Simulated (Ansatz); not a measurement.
Reaction (cleavage of the Si–Si bond): `O[SiH2][SiH](F)Cl` + HI → `F[SiH](Cl)I` + silanol

Calculated with Ansatz (gas phase, PBE0-D4/def2-TZVP geometries, no zero-point term in ΔE). CCSD(T)/CBS adds triple-zeta CCSD(T) − MP2 to the extrapolated MP2 energy (def2 sets, frozen cores). DFT in def2-TZVPP. Elements past krypton have def2 core potentials. For I outer-core shells are correlated without core-valence functions, which leaves a few kJ/mol of doubt a bond. Each species was taken in one conformer, which may not be the lowest.

Question: Is it downhill or uphill in electronic energy at CCSD(T)/CBS, and by how much? (Estimate.)

Answer: Ansatz gave: Downhill: ΔE = -1.00 eV.

Question: What do these levels give: PBE0-D4, ωB97M-V, PBE, HF/def2-TZVPP, CCSD(T)/def2-TZVPP, CCSD/CBS(def2)? (An estimate is asked.)

Answer: Ansatz gave: PBE0-D4 -0.89, ωB97M-V -0.98, PBE -0.84, HF/def2-TZVPP -1.04, CCSD(T)/def2-TZVPP -0.93, CCSD/CBS(def2) -1.00 eV.

Largest T1 diagnostic among the species: 0.012.

From PBE to PBE0 (25 % exact exchange), in def2-TZVPP and without D4, ΔE moves by −0.06 eV.
